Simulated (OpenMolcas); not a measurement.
**Sc2+: effect of the basis set**

```
Program             : OpenMolcas 26.06
Method              : SS-CASPT2, IPEA 0.25 Eh, imaginary shift 0.1 Eh (closed shells correlated: 3s 3p)
Active space        : 1 electron in 6 orbitals (3d 4s)
State averaging     : 2S+1 = 2 even, 6 roots
Spin-orbit coupling : RASSI with atomic mean-field integrals over the reference wave functions, term energies averaged over their components
```

A. ANO-RCC-VDZP [5s4p2d1f], DKH2, point nucleus; CASPT2 step of the order of 0.6 core-seconds
B. ANO-L-VTZP [6s5p3d2f1g], non-relativistic, point nucleus; CASPT2 step roughly 2.7 core-seconds
C. ANO-RCC-VTZP [6s5p3d2f1g], DKH2, point nucleus; CASPT2 step of the order of 1.3 core-seconds
D. ANO-R2 [6s5p4d2f1g], X2C, finite nucleus; CASPT2 step roughly 1.7 core-seconds
E. ANO-R3 [7s5p5d3f2g], X2C, finite nucleus; CASPT2 step about 2 core-seconds
F. ANO-RCC-VQZP [7s6p4d3f2g1h], DKH2, point nucleus; CASPT2 step of the order of 1.9 core-seconds

Energies in cm⁻¹ above 3d ²D_3/2, the measured ground level; measured values from Sugar and Corliss, J. Phys. Chem. Ref. Data 9, 473 (1980).

| Level | A | B | C | D | E | F | Measured |
| --- | --- | --- | --- | --- | --- | --- | --- |
| 3d ²D_3/2 | 0.0 | 0.0 | 0.0 | 0.0 | 0.0 | 0.0 | 0.0 |
| 3d ²D_5/2 | 195 | 216 | 195 | 200 | 207 | 206 | 198 |
| 4s ²S_1/2 | 23700 | 23880 | 24980 | 24960 | 25390 | 26000 | 25539 |

Deviations, from unrounded energies. A percentage is the sum of absolute deviations over the sum of measured energies, with the sign that they share, or ± where signs differ.

```json
{"Against measurement": "mean absolute deviation (cm-1)", "Levels": "2", "A": "920", "B": "840", "C": "280", "D": "290", "E": "81", "F": "230"}
{"Against measurement": "fine structure of the ground term (%)", "Levels": "1", "A": "-1.2", "B": "+9.0", "C": "-1.4", "D": "+0.9", "E": "+4.6", "F": "+4.3"}
{"Against measurement": "other configurations (%)", "Levels": "1", "A": "-7.2", "B": "-6.5", "C": "-2.2", "D": "-2.3", "E": "-0.6", "F": "+1.8"}
```

E lies closest to measurement on these levels and A furthest from it. The largest miss of E in the table is 4s ²S_1/2, by -150 cm-1. The ranking rests on the paired levels alone, and a cruder setting can come out closer through cancelling errors.

Among A to F the level of the table that moves most is 4s ²S_1/2, by 2300 cm-1 (lowest in A, highest in F). Moves below CASPT2's spread within the term are not significant.

CASPT2 breaks the degeneracy within a term, and the mean is taken; among the terms shown or strongly mixed into the levels shown the widest spread is 90 cm-1 (3d ²D, F). With one active electron, CASPT2 adds the correlation within the correlated inactive shells and between them and that electron, and leaves the splitting within a term as the reference gives it. Computed and measured levels are paired by configuration, term and J; levels that our copy of the source lacks, or whose pairing is in doubt (as where it misses far off the trend of its configuration), stay unpaired and out of the deviations. Only configurations of the active space appear.
